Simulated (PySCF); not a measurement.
**Calculated NMR data**

Theory: coordinates at the GFN2-xTB level, GIAO PBE0/pcSseg-1 shieldings, in PySCF (fast rotation and ring inversion assumed for equivalent nuclei, no solvent, single conformer, non-relativistic Hamiltonian).

Referencing at the same level of theory: $^{1}$H, $^{13}$C against TMS. Splittings of carbon signals by F and P are missing where no couplings were computed. Where no couplings were computed, multiplicities follow the n + 1 count of equivalent neighbours, and m marks all less simple cases (inequivalent or close neighbours, rings, F or P nearby). Shifts are as computed. Against solution values, carbons near 30 ppm lie about +3 ppm off and those near 130 ppm about +5 ppm. Of 1211 compounds with measured shifts, 218 miss one by over three times the rms of a fit or turn the order of signals round; such compounds aren't used in these exercises.

Compound 1 (C₆H₇OP₃). $^{1}$H NMR (500 MHz, computed): δ 11.05 (m, 1H), 3.61 (m, 3H), 2.96 (s, 3H). $^{13}$C{$^{1}$H} NMR (computed): δ 218.3, 204.4, 202.3, 188.0, 33.3, 29.9. Structure: SMILES CC(=O)c1pcpc(C)p1.

Compound 2 (C₃H₁₀F₂OSi₂). $^{1}$H NMR (500 MHz, computed): δ 6.45 (m, 1H), 4.04 (s, 6H), 1.69 (s, 3H). $^{13}$C{$^{1}$H} NMR (computed): δ 122.6 (CH), 65.1 (C), 21.3 (CH3). Structure: `InChI=1S/C3H10F2OSi2/c1-3(7,8)6-2(4)5/h2H,1,7-8H3`.

Compound 3 (C₇H₇F₅). $^{1}$H NMR (500 MHz, computed): δ 6.59 (m, 1H), 5.96 (m, 1H), 5.93 (m, 1H), 5.62 (m, 1H), 5.49 (m, 1H), 3.08 (m, 2H). $^{13}$C{$^{1}$H} NMR (computed): δ 151.2 (CH), 143.7 (CH), 129.1 (C), 126.7 (CH), 125.2 (CH2), 120.6 (C), 44.7 (CH2). Structure: `InChI=1S/C7H7F5/c1-2-3-4-5-6(8,9)7(10,11)12/h2,4-5H,1,3H2/b5-4+`.
